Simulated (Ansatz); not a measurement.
`C[S][SnH2][Cl]` + `CC(Cl)I` → `C[S][SnH2][CH3]` + `ClC(Cl)I` at 298.15 K and 1 bar (formal exchange of groups at the Sn–Cl bond).

Isolated molecules relaxed with PBE0-D4/def2-TZVP in Ansatz; ΔE leaves out vibrations. CCSD(T)/CBS is the MP2 limit (def2-TZVPP, def2-QZVPP) plus CCSD(T) − MP2 in def2-TZVPP, frozen cores. def2 core potentials past Kr. For I, Sn outer-core shells are correlated without core-valence functions, which leaves a few kJ/mol of doubt a bond. One conformer a species, not always the lowest.

```csv
species,CCSD(T)/CBS energy (Eh),H − E (kJ/mol),S (J/(mol·K))
`C[S][SnH2][Cl]`,-1112.69775,163.6,372.2
`CC(Cl)I`,-835.73159,164.3,323.2
`C[S][SnH2][CH3]`,-692.73453,256.6,385.0
`ClC(Cl)I`,-1255.63150,64.9,325.0
```

H − E and S are ideal-gas, rigid-rotor, harmonic terms from PBE0-D4/def2-TZVP, for one conformer and one mirror image of each species. 1 Eh = 2625.50 kJ/mol, R = 8.31446 J/(mol·K).

Question: By hand: ΔE, ΔH, ΔS and ΔG.

Answer: ΔE = (-692.73453) + (-1255.63150) − (-1112.69775) − (-835.73159) = 0.06331 Eh = 166.2 kJ/mol. Δ(H − E) = 256.6 + 64.9 − 163.6 − 164.3 = -6.4, so ΔH = 159.8 kJ/mol. ΔS = 385.0 + 325.0 − 372.2 − 323.2 = 14.6 J/(mol·K). ΔG = 159.8 − 298.15 × (14.6)/1000 = 155.4 kJ/mol.

Question: By hand: the equilibrium constant, and the temperature at which ΔG would vanish if ΔH and ΔS stayed fixed.

Answer: log₁₀ K = −ΔG/(RT ln 10) = -27.2. ΔG = 0 at ΔH/ΔS = 10945 K, far beyond where these terms or the molecules hold.

The number of gas molecules stays the same, so ΔS is small and ΔH decides. A doubt of 5 kJ/mol in ΔE shifts log₁₀ K by 0.9 here. Other conformers and mirror images would add mixing entropy, several J/(mol·K) or more a flexible species. Modes under 60 cm⁻¹, often nearly free rotors, make the harmonic entropy too high. These are equilibria of isolated gas molecules and say nothing of rates. Largest T1 diagnostic: 0.012 (customary marks: 0.02 for closed shells, 0.045 for open ones).
